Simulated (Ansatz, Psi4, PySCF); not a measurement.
triflic acid (CHF$_{3}$O$_{3}$S), singlet, at a GFN2-xTB geometry. Base run: CAMB3LYP/STO-3G in PySCF.

Geometry (Å):
```xyz
9

O      1.4147    -0.4978    -1.0617
S      0.8089     0.3010     0.1631
O      1.2703    -0.2830     1.3717
O      0.9060     1.6889    -0.0727
C     -0.9735    -0.2087    -0.0650
F     -1.7327     0.2515     0.9143
F     -1.4342     0.2304    -1.2234
F     -1.0169    -1.5381    -0.0607
H      1.8250    -1.3235    -0.7907
```
Charge 0, spin multiplicity 1.
All else is at PySCF's defaults.

The same geometry, method and basis name were run in Ansatz (a quantum-chemistry and plane-wave program) and Psi4 and PySCF, at each program's defaults and at the settings that a row names. The base is PySCF at its defaults. Differences at the defaults can come from grids, fitting, cores and function types together.

```csv
code and settings,ΔE vs base (mEh),basis functions,E (Eh),SCF cycles,dipole (D)
"PySCF, defaults (exact integrals, its default grid, spherical functions)",0.000,45,-949.04663,11,2.13
"Psi4, defaults (density fitting with its default set, its default grid, spherical functions)",-3.033,45,-949.04966,10,2.13
"Ansatz, defaults (factorised integrals, its default grid, spherical functions)",0.013,45,-949.04661,-,-
"PySCF, density fitting with def2-universal-jkfit",-3.045,45,-949.04967,11,2.13
"PySCF, fine grid",0.009,45,-949.04662,11,2.13
"Psi4, exact integrals, spherical functions, fine grid",0.011,45,-949.04662,12,2.13
"Ansatz, high accuracy",0.010,45,-949.04662,-,-
```
